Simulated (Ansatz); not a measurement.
A series at V: from `[O]=[V]([F])([F])[F]`, ligands are replaced one by one, each step taking up H₂O and setting free H–F; n counts the steps. Ansatz, PBE0-D4/def2-TZVP geometries. Each molecule was computed in one conformer, which needn't be the lowest.

| n | molecule | HOMO energy, ωB97M-V/def2-TZVPP (eV) |
| --- | --- | --- |
| 0 | `[O]=[V]([F])([F])[F]` | -13.91 |
| 1 | `[O]=[V]([OH])([F])[F]` | -13.36 |
| 2 | `[O]=[V]([OH])([OH])[F]` | ? |
| 3 | `[O]=[V]([OH])([OH])[OH]` | -11.54 |

Task: By hand: fit a straight line y = ȳ + b (n − n̄) to the 3 given rows and predict n = 2.

Result: n̄ = 1.333, ȳ = -12.937; Σ(n − n̄)(y − ȳ) = 3.767, Σ(n − n̄)² = 4.667, so b = 0.807 eV a step. Prediction: -12.937 + (0.807) × (0.667) = -12.40 eV.

Task: By hand: compare with the computed value, -12.35 eV, and give the steps along the whole series.

Result: The line misses by 0.05 eV (computed minus predicted). Steps: 0.55, 1.01, 0.81 eV.

The steps differ by up to 0.46 eV without a steady trend. The highest orbital can change its character along such a series. The miss is 2.1 % of the series' range.
